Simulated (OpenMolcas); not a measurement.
Gd2+ among 6 point charges of -2 e arranged as an octahedron (Oh).

- Program: OpenMolcas 26.06
- Method: CASSCF
- Basis: ANO-RCC-VDZP [7s6p4d2f1g]
- Scalar Hamiltonian: DKH2, point nucleus
- Active space: 8 electrons in 7 orbitals (4f)
- State averaging: 2S+1 = 7 even, 7 roots; 2S+1 = 5 even, 77 roots kept (CI in the orbitals of an earlier block); 2S+1 = 3 even, 26 roots kept (CI in the orbitals of an earlier block)
- Spin-orbit coupling: state interaction with AMFI integrals over the reference wave functions

All point charges move together. At R = 2.54 Å the width of the lowest J multiplet is 382 cm-1, and at R = 2.67 Å it is 305 cm-1.

Problem. A third run gives 486 cm-1. What distance was it run at?

Solution. With a power law R^-n the two known points give n = -ln(305 / 382) / ln(2.67 / 2.54) = 4.51. Then R = 2.54 × (382 / 486)^(1/4.51) = 2.408 Å. The run was at 2.33 Å, so the estimate is off by +0.078 Å.

High states are left out of the spin-orbit mixing, which shifts the levels that they would mix with. The free ion's ground configuration, as NIST lists it, lies outside this active space, so the lowest level here need not be the ground level. Point charges carry no covalency, so the field is a model and not that of real ligands. No measured value stands beside these numbers.
